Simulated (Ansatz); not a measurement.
The multiplicity is imposed and other spin states were not computed.

The numbers are results of PBE-D3(BJ)/def2-SVP run with Ansatz (an electronic-structure program), not measurements. No frequencies were computed at this level.

Ansatz 0.2 input:
```yaml
crystal:
  periodic: [false, false, false]
  atoms:
    - { symbol: Zn, position_ang: [0.054587, -0.026116, -0.01285] }
    - { symbol: C, position_ang: [-1.715572, 0.820787, 0.403843] }
    - { symbol: H, position_ang: [-2.035944, 1.469692, -0.402233] }
    - { symbol: H, position_ang: [-1.659105, 1.416419, 1.306897] }
    - { symbol: H, position_ang: [-2.48198, 0.069185, 0.549398] }
    - { symbol: Br, position_ang: [2.083, -0.996577, -0.490335] }
basis:
  gaussian: { orbitals: def2-svp }
hamiltonian:
  xc: pbe
  dispersion: d3bj
relax:
  max_steps: 150
```

Output:

```
Functional definition: PBE
1035 factors; their error is unknown
mean field evaluation 1: about -119506.7965 eV, gradient 7.2e1 eV
mean field evaluation 2: about -119479.7716 eV, gradient 1.2e2 eV
mean field evaluation 4: about -119517.6461 eV, gradient 8.8e0 eV
mean field evaluation 8: about -119517.8485 eV, gradient 1.7e-1 eV
mean field evaluation 16: about -119517.7660 eV, gradient 2.1e-5 eV
mean field -119517.76597582 eV, -4392.1968875601 hartree, gradient 2.1e-5 eV, S^2 0.000000; 0 other end points of the search recorded, 0 dependent functions left out
reference -119517.76601685 eV, -4392.1968890676 hartree; 37, 37 occupied and 55, 55 virtual orbitals, 1035 factors
relax step   1: F+E_penalty+E_count = -119517.86292538 eV  Δ(F+E_penalty+E_count) = +0.000e0 eV  max|allowed force component| = 1.270e0 eV/Å  Δτ_max = 0.0000 Å  (27 SCF iters, accepted)
these checks for a lower state are left out or cut short: starts, cluster_reference, orbital_swaps, neighbouring_geometries, increment
1035 factors; their error is unknown
mean field -119517.83407135 eV, -4392.1993900245 hartree, gradient 8.5e-6 eV, S^2 0.000000; 0 other end points of the search recorded, 0 dependent functions left out
reference -119517.83411223 eV, -4392.1993915269 hartree; 37, 37 occupied and 55, 55 virtual orbitals, 1035 factors
relax step   2: F+E_penalty+E_count = -119517.93213439 eV  Δ(F+E_penalty+E_count) = -6.921e-2 eV  max|allowed force component| = 5.304e-1 eV/Å  Δτ_max = 0.0630 Å  (28 SCF iters, accepted)
these checks for a lower state are left out or cut short: starts, cluster_reference, orbital_swaps, neighbouring_geometries, increment
1035 factors; their error is unknown
mean field evaluation 32: about -119517.8410 eV, gradient 8.7e-6 eV
mean field -119517.84098005 eV, -4392.1996439145 hartree, gradient 8.7e-6 eV, S^2 0.000000; 0 other end points of the search recorded, 0 dependent functions left out
reference -119517.84102085 eV, -4392.1996454140 hartree; 37, 37 occupied and 55, 55 virtual orbitals, 1035 factors
relax step   3: F+E_penalty+E_count = -119517.93948441 eV  Δ(F+E_penalty+E_count) = -7.350e-3 eV  max|allowed force component| = 9.277e-2 eV/Å  Δτ_max = 0.0204 Å  (28 SCF iters, accepted)
these checks for a lower state are left out or cut short: starts, cluster_reference, orbital_swaps, neighbouring_geometries, increment
1035 factors; their error is unknown
mean field -119517.84128880 eV, -4392.1996552610 hartree, gradient 2.3e-5 eV, S^2 0.000000; 0 other end points of the search recorded, 0 dependent functions left out
reference -119517.84132960 eV, -4392.1996567603 hartree; 37, 37 occupied and 55, 55 virtual orbitals, 1035 factors
relax step   4: F+E_penalty+E_count = -119517.93978069 eV  Δ(F+E_penalty+E_count) = -2.963e-4 eV  max|allowed force component| = 1.427e-2 eV/Å  Δτ_max = 0.0033 Å  (22 SCF iters, accepted)
these checks for a lower state are left out or cut short: starts, cluster_reference, orbital_swaps, neighbouring_geometries, increment
1035 factors; their error is unknown
mean field -119517.84131829 eV, -4392.1996563446 hartree, gradient 2.1e-5 eV, S^2 0.000000; 0 other end points of the search recorded, 0 dependent functions left out
reference -119517.84135909 eV, -4392.1996578439 hartree; 37, 37 occupied and 55, 55 virtual orbitals, 1035 factors
relax step   5: F+E_penalty+E_count = -119517.93979944 eV  Δ(F+E_penalty+E_count) = -1.875e-5 eV  max|allowed force component| = 3.998e-4 eV/Å  Δτ_max = 0.0010 Å  (21 SCF iters, accepted)
1035 factors; their error is unknown
mean field evaluation 64: about -119517.8413 eV, gradient 5.3e-4 eV
mean field -119517.84131829 eV, -4392.1996563446 hartree, gradient 2.1e-5 eV, S^2 0.000000; 1 other end points of the search recorded, 0 dependent functions left out
reference -119517.84135909 eV, -4392.1996578439 hartree; 37, 37 occupied and 55, 55 virtual orbitals, 1035 factors
Total energy: -119517.93984024 eV, -4392.2032769594 hartree
Atom 0 at     0.017432    -0.008335    -0.004112 Å, force    -0.000400     0.000191     0.000095 eV/Å
Atom 1 at    -1.688729     0.807946     0.397521 Å, force     0.000247    -0.000116    -0.000062 eV/Å
Atom 2 at    -2.007978     1.469610    -0.432466 Å, force    -0.000086    -0.000000     0.000093 eV/Å
Atom 3 at    -1.621014     1.414901     1.322518 Å, force    -0.000109     0.000001    -0.000049 eV/Å
Atom 4 at    -2.465968     0.031519     0.544695 Å, force    -0.000042     0.000111     0.000013 eV/Å
Atom 5 at     2.011243    -0.962250    -0.473436 Å, force     0.000390    -0.000188    -0.000090 eV/Å
Dipole moment:    -0.434151     0.207715     0.102193 e Å
```

Cost: around 15 core-seconds (rough).
